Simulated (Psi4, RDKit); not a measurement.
Two geometries of SMILES F[Si](F)(F)/C=C\Cl (C₂H₂ClF₃Si), relaxed at B3LYP-D3(BJ)/def2-SVP with one dihedral held; other torsions can differ between them too.

Structure A

```
9

F     -1.6565     0.7295    -1.2922
Si    -1.1106    -0.2556    -0.1534
F     -1.7773    -1.6989    -0.3825
F     -1.6764     0.2911     1.2468
C      0.7145    -0.4456    -0.1205
C      1.6446     0.3641    -0.6404
Cl     1.3213     1.8596    -1.4527
H      1.0972    -1.3518     0.3652
H      2.7150     0.1470    -0.5844
```

Structure B

```
9

F     -1.6815     0.7994    -1.2688
Si    -1.2251    -0.2251    -0.1230
F     -1.9593    -1.6290    -0.3914
F     -1.7990     0.3447     1.2641
C      0.5866    -0.5210    -0.0676
C      1.5478     0.3946    -0.2346
Cl     1.2502     2.0815    -0.5036
H      0.9234    -1.5505     0.1015
H      2.6149     0.1570    -0.2054
```

Question: Which is lower in energy at the level PBE0-D3(BJ)/def2-TZVP // B3LYP-D3(BJ)/def2-SVP (Psi4), and by how much?

Answer: B is lower, by 0.39 kcal/mol (dihedral F1–Si2–C5–C6: 20° in A, 40° in B).

E(B) − E(A) in kcal/mol at the other levels, on the same two geometries: MMFF94 // B3LYP-D3(BJ)/def2-SVP (RDKit) 0.16; PBE0/def2-TZVP // B3LYP-D3(BJ)/def2-SVP (Psi4) -0.35; PBE/def2-TZVP // B3LYP-D3(BJ)/def2-SVP (Psi4) -0.36; PBE-D3(BJ)/def2-TZVP // B3LYP-D3(BJ)/def2-SVP (Psi4) -0.40.

MMFF94 has few fitted parameters for silicon.
